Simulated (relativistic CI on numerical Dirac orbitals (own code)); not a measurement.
Calculated levels, Os10+

These numbers are calculated, not measured: Dirac-Coulomb-Breit CI, separate exchange-only KLI orbitals for each configuration, QED by a radiative potential, unscaled Slater integrals (own radial code, finite nucleus).

CI space (outside the closed core [Kr] 4d10): 4f14.5s2.5p4, 4f13.5s2.5p5, 4f14.5s.5p5, 4f14.5s2.5p3.5d, 4f14.5s.5p4.5d, 4f14.5s2.5p3.5f, 4f13.5s2.5p4.5d, 4f14.5s2.5p3.6s, 4f14.5s2.5p3.5g, 4f14.5p6, 4f13.5p6.5d. Double excitations out of closed p, d and f shells are left out; levels of such configurations are missing from the list, as are those of other unlisted configurations, and high levels can miss mixing partners.

The lowest level is 4f14.5s2.5p4 3P_2, with 73 % of that term; Hund's rules for 4f14.5s2.5p4 give 3P with J = 2, in agreement.

```
No.         Configuration  Term  J   E (eV)    %      Next component (%)
  1          4f14.5s2.5p4    3P  2   0.0000   73                   26 1D
  2          4f14.5s2.5p4    1S  0   3.8309   54                   46 3P
  3          4f14.5s2.5p4    3P  1  13.7890   99     1 4f14.5s.5p4.5d 3P
  4          4f14.5s2.5p4    1D  2  15.4387   69                   25 3P
  5          4f13.5s2.5p5    3F  4  19.4021   80                   11 1G
  6          4f13.5s2.5p5    1F  3  19.5681   56                   30 3D
  7          4f13.5s2.5p5    3G  5  20.1681  100                        
  8          4f13.5s2.5p5    3F  3  21.8611   60                   18 3G
  9          4f13.5s2.5p5    1D  2  22.0836   51                   34 3D
 10          4f13.5s2.5p5    3F  2  22.7703   55                   42 3D
 11          4f13.5s2.5p5    3G  4  23.6651   52                   48 1G
 12          4f13.5s2.5p5    3D  1  23.9819  100                        
 13          4f14.5s2.5p4    3P  0  31.3810   53                   45 1S
 14          4f13.5s2.5p5    3D  3  35.4002   63                   24 3F
 15          4f13.5s2.5p5    1G  4  35.7330   41                   39 3G
 16          4f13.5s2.5p5    3G  3  37.6159   77                   16 1F
 17          4f13.5s2.5p5    1D  2  38.8178   42                   34 3F
 18           4f14.5s.5p5   3P°  2  46.7041   73  20 4f14.5s2.5p3.5d 3P°
 19           4f14.5s.5p5   3P°  1  49.1423   24  18 4f14.5s2.5p3.5d 3P°
 20           5p3(2D°).5d   3F°  2  50.7180   33                  30 3D°
 21           5p3(4S°).5d   5D°  0  51.2632   45                  43 3P°
 22           5p3(4S°).5d   5D°  3  51.3569   32                  27 3F°
 23           5p3(4S°).5d   5D°  4  53.0088   43                  39 3F°
 24           5p3(4S°).5d   5D°  1  54.3039   34      24 4f14.5s.5p5 3P°
 25           5p3(4S°).5d   5D°  2  55.7280   34                  30 3D°
 26           5p3(2D°).5d   3G°  3  57.8277   26                  19 3D°
 27           5p3(4S°).5d   3D°  1  59.8465   63                  14 3P°
 28           4f14.5s.5p5   3P°  0  60.3002   63  31 4f14.5s2.5p3.5d 3P°
 29           5p3(2D°).5d   1P°  1  62.1465   23                  21 3D°
 30           5p3(2D°).5d   3F°  2  62.9568   44                  30 3D°
 31           5p3(2D°).5d   1S°  0  63.4974   53                  31 5D°
 32           5p3(2D°).5d   3F°  3  63.8790   55                  22 5D°
 33           5p3(2D°).5d   3D°  1  64.5162   56      15 4f14.5s.5p5 1P°
 34           5p3(2D°).5d   3D°  3  64.9158   68                  13 5D°
 35           5p3(2D°).5d   3G°  4  65.1594   55                  34 5D°
 36           5p3(2D°).5d   3F°  4  65.8296   48                  29 1G°
 37           5p3(2D°).5d   3F°  4  67.1975   38                  37 1G°
 38           5p3(2D°).5d   3G°  5  67.6277   83   9 4f13.5s2.5p4.5d 3G°
 39  4f13.5p4(3P)<4G°>.5d   5D°  4  67.7643   55                  21 3F°
 40           5p3(2P°).5d   3F°  2  68.1013   41                  29 1D°
 41  4f13.5p4(1D)<2G°>.5d   3D°  3  68.1970   42                  35 5P°
 42           5p3(2D°).5d   3S°  1  68.9053   21  15 4f13.5s2.5p4.5d 3S°
 43  4f13.5p4(3P)<4G°>.5d   5H°  6  68.9636   39                  22 3H°
 44  4f13.5p4(3P)<2D°>.5d   3G°  3  68.9790   50                  12 3F°
 45  4f13.5p4(3P)<4G°>.5d   5F°  5  68.9919   39                  22 5G°
```

Energies count from the lowest computed level; ° marks odd parity. Percentages are summed over parent terms; the parents shown are those of the largest component, closed shells are left out there, and <> holds an intermediate term.

The mean weight of the leading LS term, summed over parents, in these 45 levels is 53 %, and that of the leading jj configuration (from the same eigenvectors) 81 %, so jj coupling describes them better and the LS labels are nominal.

At this charge transitions that keep the count of f electrons are usually good to a few per cent. Levels and lines within the n = 5 or 6 shells can be off by up to 10 % or somewhat more, and those that change n by about 2 %, since core polarisation is missing. Levels that differ in their count of f electrons can be misplaced by several ten thousand cm⁻¹, since the correlation energy of f electrons is missing or only estimated; rates across such gaps can be off by orders of magnitude.

LS names give the leading component of a level, which can be under half, so a name can repeat, a term be missing and a line seem to break the LS rules.
